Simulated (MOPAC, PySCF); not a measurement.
Stepwise substitution at one centre (Al H-SH). Gas-phase values, no solvent. One relaxed conformer stands for each flexible species; it need not be the lowest. Strings in code marks are SMILES.

Quantity: redistribution energy (mixed species minus the weighted end members), in kJ/mol. Semi-empirical values (MOPAC) are differences of heats of formation.

Level 1: TPSSh-D3(BJ)/def2-TZVP // PBE0-D3(BJ)/def2-TZVP (PySCF)
Level 2: B3LYP/LANL2DZ // PBE0-D3(BJ)/def2-TZVP (PySCF)
Level 3: PBE/6-31G* // PBE0-D3(BJ)/def2-TZVP (PySCF)
Level 4: PM6 // PBE0-D3(BJ)/def2-TZVP (MOPAC)

```tsv
species	level 1	level 2	level 3	level 4
2 of 3 H replaced by SH: `[SH][AlH][SH]` (H–S–Al–S torsion 0°, S–Al–S–H torsion 0°)	-6.30	-13.88	-9.39	-3.98
1 of 3 H replaced by SH: `[SH][AlH2]`	-7.82	-14.82	-11.86	-3.74
```
